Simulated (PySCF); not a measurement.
Stick spectrum of a doublet radical in fast tumbling, microwave frequency 34.001 GHz, simulated to first order from computed parameters.

Lines, field (mT) (relative intensity): 1203.12 (1), 1204.34 (1), 1205.56 (1), 1208.05 (1), 1208.29 (1), 1208.52 (1), 1209.27 (1), 1209.51 (1), 1209.74 (1), 1210.49 (1), 1210.74 (1), 1210.96 (1), 1213.22 (1), 1213.44 (1), 1213.69 (1), 1214.44 (1), 1214.67 (1), 1214.91 (1), 1215.66 (1), 1215.89 (1), 1216.13 (1), 1218.62 (1), 1219.84 (1), 1221.06 (1)

What is g?

The pattern is symmetric about 1212.09 mT, so g = hν/(μB·B0) = 34001/(13.99624 × 1212.09) = 2.0042, a shift of +1.9 × 10⁻³ from the free-electron value.

Take the pattern apart into splittings.

The first two lines at either end are about 1.22 mT apart, which is the smallest coupling, and their intensity ratio 1:1 counts the nuclei that share it. In full: a 1:1 doublet of 5.40 mT (151 MHz), from 1 nucleus of spin 1/2; a 1:1 doublet of 5.17 mT (145 MHz), from 1 nucleus of spin 1/2; a 1:1 doublet of 4.93 mT (138 MHz), from 1 nucleus of spin 1/2; a 1:1:1 triplet of 1.22 mT (34 MHz), from 1 nucleus of spin 1. Check: Σ 2nI·a is the distance from the first to the last line, 17.94 mT.

The radical has the formula C6H6N. Propose a structure, and say which nuclei carry the couplings.

The pattern alone needn't single out one isomer; the structure behind this simulation is `C#C[C@H]1C=CC[N]1` [radical], numbered [CH:1]#[C:2][C@H:3]1[CH:4]=[CH:5][CH2:6][N:7]1 (hydrogens: H8 on C1; H9 on C3; H10 on C4; H11 on C5; H12, H13 on C6). 5.40 mT: 1H at H13 (2 bonds from N7; computed sign +); 5.17 mT: 1H at H12 (2 bonds from N7; computed sign +); 4.93 mT: 1H at H9 (2 bonds from N7; computed sign +); 1.22 mT: 14N at N7 (largest spin population; computed sign +). Largest spin populations (Mulliken): N7 (+0.90), C6 (-0.07), H13 (+0.07) and H12 (+0.06). No atom but N7 exceeds +0.15. The positive populations add up to 1.12 and the negative ones to -0.12, together 2S = 1.

Method: UKS B3LYP, pcH-1 on C H N, non-relativistic, mean-field spin-orbit, GIAO in PySCF 2.14.0. Isolated species at its GFN2-xTB geometry, gas phase. A GFN2-xTB geometry isn't a minimum of the functional, and hyperfine couplings can be far from their values at a DFT geometry. No stability test was run, so a lower SCF solution isn't excluded.

Rare isotopes and splittings under 0.04 mT were left out of the simulation.
